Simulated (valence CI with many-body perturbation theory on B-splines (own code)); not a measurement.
# Which ion has this spectrum?

A relativistic CI+MBPT calculation for an atom or ion with 21 electrons gives these levels (cm⁻¹):

| J | Parity | E | g |
| --- | --- | --- | --- |
| 3/2 | even | 0 | 0.68 |
| 5/2 | even | 264369 | 1.05 |
| 3/2 | even | 310885 | 1.20 |
| 7/2 | even | 330414 | 1.05 |
| 9/2 | even | 335816 | 1.05 |
| 1/2 | even | 345739 | 1.85 |
| 5/2 | even | 490743 | 1.31 |
| 7/2 | even | 592078 | 1.09 |
| 9/2 | even | 620229 | 1.13 |
| 3/2 | even | 655493 | 1.12 |
| 1/2 | even | 674877 | 1.47 |
| 11/2 | even | 687851 | 1.08 |
| 5/2 | even | 695532 | 1.23 |
| 5/2 | even | 741039 | 1.11 |

The energies are calculated, and their last digits are not significant.

**Question.** Which is it?
A. Tb44+
B. Gd43+
C. Ho46+
D. Er47+

**Answer.** A. Tb44+, ground level (3d3/2^3) J=3/2.
